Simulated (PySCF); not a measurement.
PySCF input file for CH₈O₂Si₂, SMILES C[Si](O)(O)[SiH3], TDA-PBE/def2-SVPD. Coordinates come from a PBE0-D3(BJ)/def2-SVP optimisation. The structure was generated by enumeration, and PubChem lists no compound with its InChIKey, so it may never have been made. The values are those of a single conformer.

```python
import numpy as np
from pyscf import gto, scf, dft, tdscf

mol = gto.M(
    atom='''
    Si    1.68604106    0.93205666   -0.01069286
    Si   -0.35039687   -0.22615459    0.02386220
    C    -1.74817129    0.80392837   -0.68043439
    O    -0.25156730   -1.67041851   -0.81571428
    O    -0.59511821   -0.62449715    1.61949011
    H     2.02469909    1.31792243   -1.41957036
    H     2.79857248    0.08714772    0.52163200
    H     1.60809470    2.19110661    0.79574577
    H    -1.88316181    1.72360683   -0.08996206
    H    -2.69995859    0.24767212   -0.66472982
    H    -1.54375907    1.10279755   -1.72151256
    H    -0.53995045   -1.66152013   -1.73229649
    H    -1.20104335   -1.35560697    1.77872231
    ''',
    basis='def2-SVPD',
    charge=0,
    spin=0,
    max_memory=1600,
    verbose=4,
)
mf = dft.RKS(mol, xc='pbe').density_fit(auxbasis='def2-universal-jkfit')
mf.grids.level = 3
mf.conv_tol = 1e-9
mf.max_cycle = 100
mf.kernel()
mf.grids = dft.Grids(mol).set(level=1).build(with_non0tab=True)  # coarser grid for the response kernel
td = tdscf.TDA(mf)
td.singlet = True
td.nstates = 10
td.conv_tol = 1e-4
td.positive_eig_threshold = 1e-6
td.kernel(x0=td.get_init_guess(mf, 15))
td.analyze()
tt = tdscf.TDA(mf)
tt.singlet = False
tt.nstates = 4
tt.conv_tol = 1e-4
tt.positive_eig_threshold = 1e-6
tt.kernel(x0=tt.get_init_guess(mf, 9))
tt.analyze(verbose=3)
```

Output:

```
PySCF version 2.14.0

[INPUT] verbose = 4
[INPUT] num. atoms = 13
[INPUT] num. electrons = 58
[INPUT] charge = 0
[INPUT] spin (= nelec alpha-beta = 2S) = 0
[INPUT] symmetry False subgroup None
[INPUT] Mole.unit = angstrom
[INPUT] Symbol           X                Y                Z      unit          X                Y                Z       unit  Magmom
[INPUT]  1 Si     1.686041060000   0.932056660000  -0.010692860000 AA    3.186155838171   1.761331819977  -0.020206576888 Bohr   0.0
[INPUT]  2 Si    -0.350396870000  -0.226154590000   0.023862200000 AA   -0.662154119205  -0.427370236913   0.045093022730 Bohr   0.0
[INPUT]  3 C     -1.748171290000   0.803928370000  -0.680434390000 AA   -3.303564956928   1.519204443068  -1.285834642835 Bohr   0.0
[INPUT]  4 O     -0.251567300000  -1.670418510000  -0.815714280000 AA   -0.475393298896  -3.156633497304  -1.541476585097 Bohr   0.0
[INPUT]  5 O     -0.595118210000  -0.624497150000   1.619490110000 AA   -1.124610428641  -1.180128579071   3.060392769342 Bohr   0.0
[INPUT]  6 H      2.024699090000   1.317922430000  -1.419570360000 AA    3.826126764756   2.490512446121  -2.682599194950 Bohr   0.0
[INPUT]  7 H      2.798572480000   0.087147720000   0.521632000000 AA    5.288535526945   0.164685323180   0.985741617809 Bohr   0.0
[INPUT]  8 H      1.608094700000   2.191106610000   0.795745770000 AA    3.038858565365   4.140591402624   1.503741570081 Bohr   0.0
[INPUT]  9 H     -1.883161810000   1.723606830000  -0.089962060000 AA   -3.558660069140   3.257144855130  -0.170003655002 Bohr   0.0
[INPUT] 10 H     -2.699958590000   0.247672120000  -0.664729820000 AA   -5.102182282767   0.468032475490  -1.256157306631 Bohr   0.0
[INPUT] 11 H     -1.543759070000   1.102797550000  -1.721512560000 AA   -2.917281844613   2.083985340341  -3.253187258399 Bohr   0.0
[INPUT] 12 H     -0.539950450000  -1.661520130000  -1.732296490000 AA   -1.020358471336  -3.139817996152  -3.273565932645 Bohr   0.0
[INPUT] 13 H     -1.201043350000  -1.355606970000   1.778722310000 AA   -2.269642995230  -2.561725905851   3.361298017554 Bohr   0.0

nuclear repulsion = 307.575636421389
number of shells = 78
number of NR pGTOs = 260
number of NR cGTOs = 178
basis = def2-SVPD
ecp = {}


******** <class 'pyscf.df.df_jk.DFRKS'> ********
method = DFRKS
initial guess = minao
damping factor = 0
level_shift factor = 0
DIIS = <class 'pyscf.scf.diis.CDIIS'>
diis_start_cycle = 1
diis_space = 8
diis_damp = 0
SCF conv_tol = 1e-09
SCF conv_tol_grad = None
SCF max_cycles = 100
direct_scf = False
XC library pyscf.dft.libxc version 7.1.2
    S. Lehtola, C. Steigemann, M. J. T. Oliveira, and M. A. L. Marques,  SoftwareX 7, 1–5 (2018)
XC functionals = pbe
    J. P. Perdew, K. Burke, and M. Ernzerhof,  Phys. Rev. Lett. 77, 3865 (1996)
    J. P. Perdew, K. Burke, and M. Ernzerhof,  Phys. Rev. Lett. 78, 1396 (1997)
    J. P. Perdew, K. Burke, and M. Ernzerhof,  Phys. Rev. Lett. 77, 3865 (1996)
    J. P. Perdew, K. Burke, and M. Ernzerhof,  Phys. Rev. Lett. 78, 1396 (1997)
radial grids:
    Treutler-Ahlrichs [JCP 102, 346 (1995); DOI:10.1063/1.469408] (M4) radial grids

becke partition: Becke, JCP 88, 2547 (1988); DOI:10.1063/1.454033
pruning grids: <function nwchem_prune>
grids dens level: 3
symmetrized grids: False
atomic radii adjust function: <function treutler_atomic_radii_adjust>
small_rho_cutoff = 0
Set gradient conv threshold to 3.16228e-05
Initial guess from minao.
tot grids = 159112
init E= -771.682245228657
  HOMO = -0.302008192046034  LUMO = -0.0647329844478648  gap/eV = 6.45659
cycle= 1 E= -771.368294498016  delta_E= 0.314  |g|= 1.11  |ddm|= 4.41
  HOMO = -0.0938140307604951  LUMO = -0.00281045652628897  gap/eV = 2.47633
cycle= 2 E= -770.311832041062  delta_E= 1.06  |g|= 2.48  |ddm|= 3.39
  HOMO = -0.228645631688519  LUMO = -0.0348130714789092  gap/eV = 5.27445
cycle= 3 E= -771.597375843019  delta_E= -1.29  |g|= 0.258  |ddm|= 2.58
  HOMO = -0.23893289759507  LUMO = -0.0296751399007813  gap/eV = 5.69419
cycle= 4 E= -771.610909456702  delta_E= -0.0135  |g|= 0.138  |ddm|= 0.444
  HOMO = -0.234878223686361  LUMO = -0.0282045581751613  gap/eV = 5.62388
cycle= 5 E= -771.615651202182  delta_E= -0.00474  |g|= 0.0277  |ddm|= 0.166
  HOMO = -0.234601120351181  LUMO = -0.0285103068160746  gap/eV = 5.60802
cycle= 6 E= -771.615842039393  delta_E= -0.000191  |g|= 0.0133  |ddm|= 0.048
  HOMO = -0.234600339542758  LUMO = -0.0287584231451135  gap/eV = 5.60124
cycle= 7 E= -771.615874233938  delta_E= -3.22e-05  |g|= 0.00389  |ddm|= 0.0145
  HOMO = -0.234583111127468  LUMO = -0.0287251111999334  gap/eV = 5.60168
cycle= 8 E= -771.615877830482  delta_E= -3.6e-06  |g|= 0.000716  |ddm|= 0.00621
  HOMO = -0.234635523410751  LUMO = -0.0287518763289376  gap/eV = 5.60238
cycle= 9 E= -771.615877961968  delta_E= -1.31e-07  |g|= 0.000153  |ddm|= 0.00137
  HOMO = -0.23462334628249  LUMO = -0.0287478124585174  gap/eV = 5.60216
cycle= 10 E= -771.615877967757  delta_E= -5.79e-09  |g|= 5.2e-05  |ddm|= 0.000387
  HOMO = -0.234633527105052  LUMO = -0.0287517009799805  gap/eV = 5.60233
cycle= 11 E= -771.615877968697  delta_E= -9.4e-10  |g|= 1.67e-05  |ddm|= 0.000144
  HOMO = -0.234627648589901  LUMO = -0.0287497448157437  gap/eV = 5.60222
Extra cycle  E= -771.61587796865  delta_E= 4.71e-11  |g|= 2.11e-05  |ddm|= 7.29e-05
converged SCF energy = -771.61587796865
tot grids = 48144
Overwritten attributes  positive_eig_threshold  of <class 'pyscf.tdscf.rks.TDA'>


******** <class 'pyscf.tdscf.rks.TDA'> for <class 'pyscf.df.df_jk.DFRKS'> ********
nstates = 10 singlet
deg_eia_thresh = 1.000e-03
wfnsym = None
conv_tol = 0.0001
eigh lindep = 1e-12
eigh level_shift = 0
eigh max_cycle = 100


Excitation energies (eV)
[5.69666911 6.05608863 6.32489417 6.96156501 6.98679482 7.05092176
 7.17409258 7.3111705  7.36100324 7.42242766]

** Singlet excitation energies and oscillator strengths **
Excited State   1:      5.69667 eV    217.64 nm  f=0.0415
      29 -> 30       -0.69760
Excited State   2:      6.05609 eV    204.73 nm  f=0.0184
      29 -> 31        0.68729
Excited State   3:      6.32489 eV    196.03 nm  f=0.0688
      29 -> 32        0.68283
Excited State   4:      6.96157 eV    178.10 nm  f=0.0037
      28 -> 30       -0.33963
      29 -> 33       -0.12962
      29 -> 34        0.60110
Excited State   5:      6.98679 eV    177.46 nm  f=0.0191
      28 -> 30       -0.57527
      29 -> 33        0.26714
      29 -> 34       -0.26113
Excited State   6:      7.05092 eV    175.84 nm  f=0.1026
      28 -> 30       -0.18769
      28 -> 31       -0.22734
      29 -> 33       -0.45155
      29 -> 34       -0.19692
      29 -> 35        0.38268
Excited State   7:      7.17409 eV    172.82 nm  f=0.0724
      26 -> 31        0.11453
      27 -> 30        0.13182
      29 -> 33       -0.34033
      29 -> 34       -0.10684
      29 -> 35       -0.55693
Excited State   8:      7.31117 eV    169.58 nm  f=0.0273
      26 -> 30        0.10602
      27 -> 30        0.35645
      28 -> 31        0.53566
      28 -> 32       -0.18360
Excited State   9:      7.36100 eV    168.43 nm  f=0.0482
      27 -> 30        0.55907
      27 -> 31        0.10571
      27 -> 32        0.13076
      28 -> 31       -0.30279
      29 -> 33        0.15866
      29 -> 36       -0.11541
Excited State  10:      7.42243 eV    167.04 nm  f=0.0236
      26 -> 30       -0.47797
      28 -> 32       -0.48423

** Transition electric dipole moments (AU) **
state          X           Y           Z        Dip. S.      Osc.
  1        -0.4926     -0.2307      0.0389      0.2974      0.0415
  2         0.1214     -0.0415     -0.3281      0.1241      0.0184
  3         0.5978     -0.2152      0.2008      0.4440      0.0688
  4         0.0464      0.1367      0.0318      0.0218      0.0037
  5        -0.2368      0.2303     -0.0475      0.1114      0.0191
  6         0.6177      0.4541     -0.0778      0.5938      0.1026
  7         0.5557      0.3144      0.0655      0.4120      0.0724
  8         0.2989      0.0074      0.2515      0.1526      0.0273
  9        -0.4665     -0.2227     -0.0144      0.2674      0.0482
 10        -0.1522      0.2593     -0.1984      0.1298      0.0236

** Transition velocity dipole moments (imaginary part, AU) **
state          X           Y           Z        Dip. S.      Osc.
  1        -0.1084     -0.0208      0.0056      0.0122      0.0389
  2         0.0221      0.0077     -0.0173      0.0008      0.0025
  3         0.0891      0.0007      0.0286      0.0087      0.0251
  4        -0.0140      0.0220     -0.0045      0.0007      0.0018
  5        -0.0279      0.0496     -0.0149      0.0035      0.0090
  6         0.1256      0.0865     -0.0302      0.0242      0.0622
  7         0.1254      0.0706      0.0249      0.0213      0.0540
  8         0.0783     -0.0218      0.0385      0.0081      0.0201
  9        -0.0997     -0.0328      0.0066      0.0111      0.0272
 10        -0.0383      0.0750     -0.0356      0.0084      0.0205

** Transition magnetic dipole moments (imaginary part, AU) **
state          X           Y           Z
  1         0.0450     -0.0065      0.4924
  2        -0.1148     -0.5494     -0.0008
  3        -0.0986      0.0293      0.2281
  4        -0.0791      0.2268     -0.0056
  5        -0.1976      0.4859     -0.0685
  6         0.1096      0.1733      0.1048
  7         0.0187      0.1449      0.3105
  8         0.1741     -0.2848     -0.0826
  9         0.5021      0.1429      0.5234
 10         0.1547     -0.2625      0.3382


******** <class 'pyscf.tdscf.rks.TDA'> for <class 'pyscf.df.df_jk.DFRKS'> ********
nstates = 4 triplet
deg_eia_thresh = 1.000e-03
wfnsym = None
conv_tol = 0.0001
eigh lindep = 1e-12
eigh level_shift = 0
eigh max_cycle = 100


Excitation energies (eV)
[5.42830095 5.53531235 5.81193143 6.47557155]

** Triplet excitation energies and oscillator strengths **
Excited State   1:      5.42830 eV    228.40 nm  f=0.0000
Excited State   2:      5.53531 eV    223.99 nm  f=0.0000
Excited State   3:      5.81193 eV    213.33 nm  f=0.0000
Excited State   4:      6.47557 eV    191.46 nm  f=0.0000
```

The calculation finished and met its thresholds.
